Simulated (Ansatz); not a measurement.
PBE exchange is replaced step by step with exact exchange (0 % is PBE, 25 % PBE0; no dispersion term), basis def2-SVP, Ansatz. System: Al₉N₉H₂₆, a nanocrystal cut from wurtzite AlN (hydrogen-capped). Total charge 0; singlet. Geometry: PBE-D4/def2-SVP.

Geometry of the singlet:

```csv
atom,x (Å),y (Å),z (Å)
N1,-0.106,1.433,2.898
Al2,-0.905,1.933,1.197
N3,0.557,3.072,0.442
Al4,-2.210,-0.747,0.826
N5,-0.848,0.433,0.042
Al6,-1.600,0.847,-1.646
Al7,1.262,2.518,-1.271
N8,-0.155,1.963,-2.464
N9,-1.494,-0.734,-2.774
Al10,1.717,0.684,2.834
Al11,0.135,-2.108,2.588
N12,-1.217,-2.359,1.199
N13,1.408,-0.861,1.715
Al14,0.803,-0.452,-0.024
N15,2.086,0.820,-0.824
Al16,-0.602,-3.258,-0.424
N17,0.706,-1.957,-1.156
Al18,0.291,-1.542,-2.998
H19,-0.151,2.216,3.568
H20,-0.683,0.682,3.332
H21,-2.190,2.877,1.264
H22,0.289,4.069,0.459
H23,1.364,2.983,1.098
H24,-2.681,0.052,2.158
H25,-3.300,-0.913,-0.364
H26,-2.933,1.718,-1.767
H27,2.235,3.603,-1.924
H28,-0.556,2.749,-2.998
H29,0.319,1.354,-3.166
H30,-2.072,-1.489,-2.349
H31,-1.929,-0.558,-3.693
H32,2.308,0.356,4.284
H33,2.552,1.803,1.958
H34,-0.533,-1.248,3.797
H35,0.913,-3.467,2.940
H36,-1.892,-3.025,1.618
H37,2.293,-1.393,1.667
H38,2.865,0.979,-0.163
H39,2.495,0.401,-1.676
H40,-1.828,-3.269,-1.494
H41,0.168,-4.631,-0.110
H42,1.606,-2.467,-1.146
H43,1.225,-0.267,-3.468
H44,0.286,-2.800,-3.986
```

Single mean-field runs in def2-SVP are fitted with def2-universal-jkfit.

```csv
exact exchange (%),HOMO (eV),LUMO (eV),gap (eV)
0,-5.97,-1.13,4.84
5,-6.21,-0.97,5.24
10,-6.46,-0.81,5.65
15,-6.70,-0.65,6.06
35,-7.71,-0.01,7.70
50,-8.47,0.46,8.94
```

Q: Fit a straight line to the column «gap (eV)» against the share of exact exchange and predict its value at 25 %.

A: With x = exact exchange (%) and y = gap (eV): mean x = 19.17, mean y = 6.405; Σ(x − x̄)(y − ȳ) = 153.5, Σ(x − x̄)² = 1871; slope b = 0.08204, intercept a = ȳ − b·x̄ = 4.832. The residuals of the fitted rows reach 0.01. At x = 25 the line gives 4.832 + (0.08204 × 25) = 6.88; the run gave 6.87, 0.01 less than the line.
